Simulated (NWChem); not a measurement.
C3H7NSi; SMILES C[SiH2]CC#N

```xyz
12

C      0.3421     2.4926     0.0000
Si    -0.5179     0.8144     0.0000
C      0.8019    -0.5834     0.0000
C      0.1975    -1.9082     0.0000
N     -0.3215    -2.9480     0.0000
H     -0.3967     3.3021     0.0000
H      0.9736     2.6187     0.8868
H      0.9736     2.6187    -0.8868
H     -1.3640     0.6464    -1.2096
H     -1.3640     0.6464     1.2096
H      1.4452    -0.4755     0.8824
H      1.4452    -0.4755    -0.8824
```
Atoms are numbered in this order, from 1.

Level: B3LYP/6-31G* (spherical d) (NWChem), optimised geometry, unscaled harmonic frequencies. 

Problem. List the harmonic frequencies with IR intensities, and the thermochemistry.

Solution. 
```
frequency (cm⁻¹)  IR intensity (km/mol)
----------------  ---------------------
58                                  3.3
113                                 4.8
153                                 0.1
215                                 0.8
385                                 0.3
462                                 8.5
471                                 0.8
583                                 0.1
639                                 8.5
704                                18.9
784                                36.4
857                                30.7
904                                38.5
918                               221.1
962                                89.7
967                                 8.7
1193                                1.7
1216                               39.5
1336                               18.4
1471                                6.5
1494                                3.2
1495                                5.3
2258                               89.7
2266                              155.3
2355                               26.9
3050                                2.8
3054                                2.8
3098                                0.8
3126                                9.3
3126                                7.1
```

The zero-point energy comes out as 56.7 kcal/mol, the thermal correction to the enthalpy at 298.15 K (with zero-point energy) is 61.8 kcal/mol and the heat capacity Cv comes out as 24.4 cal/(mol K). The entropy at 298.15 K and 1 atm (symmetry number 1) is 82.8 cal/(mol K). The dipole moment is 4.79 D.

Rigid rotor and harmonic oscillator; modes under 100 cm⁻¹ make the entropy uncertain.
